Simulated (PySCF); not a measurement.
## Electron correlation in Xe³⁹⁺ (xenon, charge +39)

[Ne] 3s2 3p3, high-spin 4S determinant. All numbers are calculated (PySCF 2.14, scalar relativity by spin-free X2C-1e, in an uncontracted even-tempered set (18 s from 7.3 bohr⁻², ratio 2.5; 12 p from 9.5 bohr⁻², ratio 2.5; 4 d from 38 bohr⁻², ratio 2.7; 4 f from 58 bohr⁻², ratio 2.7)). Frozen: 1s2; 13 electrons correlated; the 21 highest virtual orbitals of each spin left out.

```tsv
level	correlation energy (mhartree)
CCSD	-535.77
(T)	-0.89
CCSD(T)	-536.66
```

Diagnostics: T1 = 0.00027, D1 = 0.0008, largest double amplitude 0.023.

Spin-orbit coupling is strong in this species (close to jj coupling), so the high-spin LS determinant is a model state, not a physical level.

Cost of the coupled-cluster step: of the order of 70 core-seconds, for 13 correlated electrons.

Iterations:

```
CC2 = 0
CCSD nocc = (np.int64(8), np.int64(5)), nmo = (80, 80)
frozen orbitals [[0, 81, 82, 83, 84, 85, 86, 87, 88, 89, 90, 91, 92, 93, 94, 95, 96, 97, 98, 99, 100, 101], [0, 81, 82, 83, 84, 85, 86, 87, 88, 89, 90, 91, 92, 93, 94, 95, 96, 97, 98, 99, 100, 101]]
max_cycle = 100
direct = 0
conv_tol = 1e-08
conv_tol_normt = 1e-06
diis_space = 8
diis_start_cycle = 0
Init t2, MP2 energy = -0.521269758881286
Init E_corr(UCCSD) = -0.52126975888129
cycle = 1  E_corr(UCCSD) = -0.533068208704315  dE = -0.0117984498  norm(t1,t2) = 0.00863841
cycle = 2  E_corr(UCCSD) = -0.535263715009215  dE = -0.0021955063  norm(t1,t2) = 0.00172849
cycle = 3  E_corr(UCCSD) = -0.53577585076952  dE = -0.00051213576  norm(t1,t2) = 0.000361907
cycle = 4  E_corr(UCCSD) = -0.535772552212893  dE = 3.29855663e-06  norm(t1,t2) = 1.14111e-05
cycle = 5  E_corr(UCCSD) = -0.53577253518098  dE = 1.70319132e-08  norm(t1,t2) = 9.40067e-08
cycle = 6  E_corr(UCCSD) = -0.535772538433608  dE = -3.25262817e-09  norm(t1,t2) = 4.57523e-09
UCCSD converged
E(UCCSD) = -6129.040598545931  E_corr = -0.5357725384336083
UCCSD(T) correction = -0.0008943947217876
```

At this charge the one-electron X2C treatment keeps the bare 1/r₁₂, with no two-electron picture change or Breit term. The effect here is smaller than on the frozen 1s shell; and a scalar Hamiltonian misses the large spin-orbit splitting of the p shells, which matters for ns² → np² pairs.

Spin-orbit coupling is strong in this species, so the high-spin LS determinant is a model state.
